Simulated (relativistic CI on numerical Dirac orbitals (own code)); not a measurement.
## Hyperfine structure of Mo18+, mass number 95

Calculated at this level of theory: Dirac-Coulomb-Breit CI, separate exchange-only KLI orbitals for each configuration, QED by a radiative potential, unscaled Slater integrals (own radial code, finite nucleus).

Configuration list (outside the closed core [Ne]): 3s²3p⁶3d⁶, 3s²3p⁵3d⁷, 3s²3p⁴3d⁸, 3s3p⁶3d⁷, 3p⁶3d⁸, 3s²3p⁶3d⁵4s, 3s3p⁵3d⁸, 3s²3p⁶3d⁵4p, 3s²3p⁶3d⁵4d, 3s²3p⁶3d⁵4f, 3s²3p⁶3d⁴4s², 3s²3p⁵3d⁶4s, 3s²3p⁴3d⁷4s, 3s²3p⁶3d⁵5s, 3s²3p⁶3d⁵5p, 3s3p⁶3d⁶4s. Levels of other configurations are missing.

Nuclear spin I = 5/2, μ = -0.9132 μN, Q = -0.022 b (tables of Stone and Pyykkö). The electronic factors are computed for point nuclear moments, without core polarisation or the Bohr-Weisskopf and QED corrections.

```json
{"Level": "3s²3p⁶3d⁶ ⁵D4", "E (eV)": "0.0000", "A (MHz)": "-1436", "B (MHz)": "-195"}
{"Level": "3s²3p⁶3d⁶ ⁵D3", "E (eV)": "1.9804", "A (MHz)": "-1051", "B (MHz)": "-44.4"}
{"Level": "3s²3p⁶3d⁶ ⁵D2", "E (eV)": "2.3979", "A (MHz)": "-1200", "B (MHz)": "42.5"}
{"Level": "3s²3p⁶3d⁶ ⁵D1", "E (eV)": "3.2295", "A (MHz)": "-1082", "B (MHz)": "65.1"}
{"Level": "3s²3p⁶3d⁶ ³P2", "E (eV)": "8.7420", "A (MHz)": "-882.4", "B (MHz)": "36.5"}
{"Level": "3s²3p⁶3d⁶ ³H6", "E (eV)": "9.7070", "A (MHz)": "-2164", "B (MHz)": "113"}
{"Level": "3s²3p⁶3d⁶ ³H5", "E (eV)": "9.8232", "A (MHz)": "-2026", "B (MHz)": "-42.5"}
{"Level": "3s²3p⁶3d⁶ ³F3", "E (eV)": "10.8870", "A (MHz)": "-2314", "B (MHz)": "-94.3"}
```

Levels with J = 0, under 50 % of one LS term, or S terms without an open s electron are left out. Small factors come from cancelling terms and can be off by tens of per cent or more.

At this charge energies of transitions that change n are usually good to better than 1 %, and those within a shell (Δn = 0) to a few per cent. Terms inside the open d or f shell come out 10 to 20 % too wide with unscaled integrals.

Task: Give the hyperfine levels of 3s²3p⁶3d⁶ ⁵D4 relative to its centre of gravity.

Result: With K = F(F + 1) − I(I + 1) − J(J + 1), E = AK/2 + B[¾K(K + 1) − I(I + 1)J(J + 1)]/[2I(2I − 1)J(2J − 1)]: F = 3/2: 17850, F = 5/2: 14320, F = 7/2: 9354, F = 9/2: 2929, F = 11/2: -4979, F = 13/2: -14410 MHz.

LS names give the leading component of a level, which can be under half, so a name can repeat, a term be missing and a line seem to break the LS rules.
